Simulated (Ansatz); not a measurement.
Z-matrix (Å, degrees):
```
Si
N 1 1.697
N 1 1.704 2 105.3
N 1 1.704 2 105.3 3 132.4
Br 1 2.249 2 118.4 3 -113.8
H 2 1.007 1 119.8 3 40.7
H 2 1.007 1 119.8 3 -173.1
H 3 1.007 1 120.5 2 54.6
H 3 1.006 1 120.7 2 -155.5
H 4 1.006 1 120.7 2 155.4
H 4 1.007 1 120.5 2 -54.6
```

Charge 0, multiplicity 1.

List the CAM-B3LYP/def2-TZVPP orbital energies in eV (the Gaussian-basis code of Ansatz). (An estimate is asked.)

Ansatz gave: Occupied: -13140.16, -1801.93, -1701.66, -1533.40, -1533.36, -1533.35, -390.93, -390.84, -390.84, -237.75, -178.64, -178.48, -178.47, -146.28, -101.68, -101.59, -101.58, -72.98, -72.94, -72.93, -72.80, -72.80, -26.01, -25.05, -24.95, -22.66, -16.57, -15.57, -15.51, -15.09, -13.44, -13.06, -11.48, -10.00, -9.55, -9.44, -8.97, -8.62. Lowest empty: 1.44, 2.49, 2.53, 2.82, 3.26, 3.45, 4.03, 4.39.
